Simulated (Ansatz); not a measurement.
Computed with Ansatz.

Cl2H4N2Sn, SMILES `[NH2][Sn]([NH2])([Cl])[Cl]` at its PBE0-D4/def2-TZVP geometry, where that method's forces vanish. Total charge 0; spin multiplicity 1. Sn: def2 effective core potential.

| atom | x (Å) | y (Å) | z (Å) |
| --- | --- | --- | --- |
| N1 | -1.209 | -0.615 | 1.136 |
| Sn2 | 0.408 | 0.083 | 0.198 |
| N3 | -0.022 | 0.365 | -1.731 |
| Cl4 | 1.008 | 1.982 | 1.391 |
| Cl5 | 2.259 | -1.317 | 0.189 |
| H6 | -1.123 | -0.582 | 2.144 |
| H7 | -1.457 | -1.558 | 0.863 |
| H8 | 0.802 | 0.512 | -2.299 |
| H9 | -0.666 | 1.130 | -1.891 |

Task: For each bond, give half the difference of the two atoms' forces along it (eV/Å; positive pushes the atoms apart) under PBE-D4, r2SCAN-D4, B3LYP-D4, ωB97M-V in def2-TZVPP. (Estimate.)

Result: The calculation gave: 
```json
{"bond": "N1–Sn2", "length (Å)": "1.996", "PBE-D4": "0.16", "r2SCAN-D4": "0.08", "B3LYP-D4": "0.15", "ωB97M-V": "-0.02"}
{"bond": "N1–H6", "length (Å)": "1.012", "PBE-D4": "0.21", "r2SCAN-D4": "0.02", "B3LYP-D4": "-0.06", "ωB97M-V": "-0.03"}
{"bond": "N1–H7", "length (Å)": "1.013", "PBE-D4": "0.19", "r2SCAN-D4": "0.01", "B3LYP-D4": "-0.07", "ωB97M-V": "-0.03"}
{"bond": "Sn2–N3", "length (Å)": "1.996", "PBE-D4": "0.16", "r2SCAN-D4": "0.08", "B3LYP-D4": "0.15", "ωB97M-V": "-0.02"}
{"bond": "Sn2–Cl4", "length (Å)": "2.321", "PBE-D4": "0.16", "r2SCAN-D4": "0.05", "B3LYP-D4": "0.17", "ωB97M-V": "-0.03"}
{"bond": "Sn2–Cl5", "length (Å)": "2.322", "PBE-D4": "0.16", "r2SCAN-D4": "0.05", "B3LYP-D4": "0.17", "ωB97M-V": "-0.03"}
{"bond": "N3–H8", "length (Å)": "1.012", "PBE-D4": "0.21", "r2SCAN-D4": "0.02", "B3LYP-D4": "-0.06", "ωB97M-V": "-0.03"}
{"bond": "N3–H9", "length (Å)": "1.013", "PBE-D4": "0.19", "r2SCAN-D4": "0.01", "B3LYP-D4": "-0.07", "ωB97M-V": "-0.03"}
```

B3LYP here is the variant with VWN-RPA as its local correlation; programs differ in this.
